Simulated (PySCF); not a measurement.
Ga(Me)2(nBu), SMILES CCC[CH2][Ga]([CH3])[CH3] (C6H15Ga), GFN2-xTB optimised geometry.

```
22

Ga    -1.88     0.05     0.00
C     -2.90     1.82     0.00
H     -2.56     2.50     0.79
H     -3.97     1.65     0.14
H     -2.78     2.36    -0.95
C     -2.93    -1.71    -0.02
H     -2.26    -2.58    -0.08
H     -3.61    -1.75    -0.88
H     -3.54    -1.81     0.88
C      0.19     0.05     0.00
C      0.73     1.48     0.12
C      2.26     1.56     0.14
C      2.90     1.18    -1.19
H      0.57    -0.56     0.82
H      0.55    -0.41    -0.92
H      0.35     2.09    -0.71
H      0.35     1.93     1.05
H      2.55     2.58     0.40
H      2.64     0.90     0.93
H      2.50     1.81    -1.99
H      2.70     0.14    -1.44
H      3.97     1.32    -1.14
```

Density from B3LYP/def2-SVP in PySCF at that geometry.

Minimum of the electron density along straight lines between bonded atoms, close to the bond critical point (lines longer than 1.1 times the sum of covalent radii, or with two minima, are not listed):

| bond | length / Å | ρ at the minimum / e bohr⁻³ | ∇²ρ there / e bohr⁻⁵ | position (fraction from the first atom) |
|---|---|---|---|---|
| Ga1–C2 | 2.049 | 0.100 | 0.12 | 0.47 |
| C2–H3 | 1.093 | 0.268 | -0.94 | 0.62 |
| C2–H4 | 1.094 | 0.269 | -0.95 | 0.62 |
| C2–H5 | 1.094 | 0.267 | -0.93 | 0.62 |
| Ga1–C6 | 2.052 | 0.100 | 0.13 | 0.47 |
| C6–H7 | 1.094 | 0.269 | -0.95 | 0.62 |
| C6–H8 | 1.094 | 0.267 | -0.93 | 0.62 |
| C6–H9 | 1.094 | 0.267 | -0.93 | 0.62 |
| Ga1–C10 | 2.064 | 0.100 | 0.11 | 0.47 |
| C10–C11 | 1.532 | 0.241 | -0.54 | 0.50 |
| C11–C12 | 1.532 | 0.244 | -0.56 | 0.50 |
| C12–C13 | 1.524 | 0.245 | -0.57 | 0.50 |
| C10–H14 | 1.098 | 0.267 | -0.92 | 0.62 |
| C10–H15 | 1.096 | 0.268 | -0.93 | 0.62 |
| C11–H16 | 1.096 | 0.274 | -0.98 | 0.62 |
| C11–H17 | 1.096 | 0.274 | -0.98 | 0.62 |
| C12–H18 | 1.093 | 0.276 | -0.99 | 0.62 |
| C12–H19 | 1.093 | 0.276 | -0.99 | 0.62 |
| C13–H20 | 1.088 | 0.276 | -1.01 | 0.62 |
| C13–H21 | 1.087 | 0.278 | -1.02 | 0.62 |
| C13–H22 | 1.088 | 0.277 | -1.01 | 0.62 |
